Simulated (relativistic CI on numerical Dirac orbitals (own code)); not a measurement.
# Hyperfine structure of N, mass number 14

Computed by Dirac-Coulomb-Breit CI, KLI orbitals optimised for each configuration, model QED, valence Slater integrals scaled by 0.85, P86 correlation energy added to each configuration (own radial code, finite nucleus).

Configurations in the expansion (outside the closed core 1s2): 2s²2p³, 2s²2p²3s, 2s2p⁴, 2s²2p²3p, 2s²2p²4s, 2s²2p²3d, 2p⁵, 2s²2p²4p, 2s²2p²4d, 2s²2p²4f, 2s²2p3s², 2s²2p3s3p. Levels of other configurations are missing.

Nuclear spin I = 1, μ = 0.40357 μN, Q = 0.0204 b (tables of Stone and Pyykkö). The electronic factors are computed for point nuclear moments, without core polarisation; leaving it out makes A of s and p electrons in near-neutral atoms 20 to 40 % too small, and it can dominate for d and f shells.

| Level | E (cm⁻¹) | A (MHz) | B (MHz) |
| --- | --- | --- | --- |
| 2s²2p³ ²D°5/2 | 19244.4 | 114.7 | -0.146 |
| 2s²2p³ ²D°3/2 | 19253.8 | 75.58 | 0.0718 |
| 2s²2p³ ²P°3/2 | 26306.9 | 62.95 | -0.124 |
| 2s²2p³ ²P°1/2 | 26307.6 | 318.6 |  |
| 2s²2p²3s ⁴P1/2 | 83320.8 | -1.453 |  |
| 2s²2p²3s ⁴P3/2 | 83365.0 | 22.05 | 5.76 |
| 2s²2p²3s ⁴P5/2 | 83430.8 | 93.89 | -7.21 |
| 2s²2p²3s ²P1/2 | 85468.8 | 73.48 |  |

Levels with J = 0, under 50 % of one LS term, or S terms without an open s electron are left out. Small factors come from cancelling terms and can be off by tens of per cent or more.

Correlation outside the listed configurations is missing or only estimated: errors of thousands of cm⁻¹ between configurations and terms are usual at this charge. Rates and lifetimes follow the computed energies and can be off by large factors. The fine structure of a lone outer electron comes out too small, for d and f at times inverted, and misplaced configurations move strength between like terms. 40 of the 40 excited levels that our extract of the measured tables holds in this range could be paired (the sources list more); they are missed by 1049 cm⁻¹ on average and 5412 at most, and levels without a partner can miss by more.

(1) Give the hyperfine levels of 2s²2p³ ²D°5/2 relative to its centre of gravity.

Results:

(1) With K = F(F + 1) − I(I + 1) − J(J + 1), E = AK/2 + B[¾K(K + 1) − I(I + 1)J(J + 1)]/[2I(2I − 1)J(2J − 1)]: F = 3/2: -401.7, F = 5/2: -114.6, F = 7/2: 286.8 MHz.
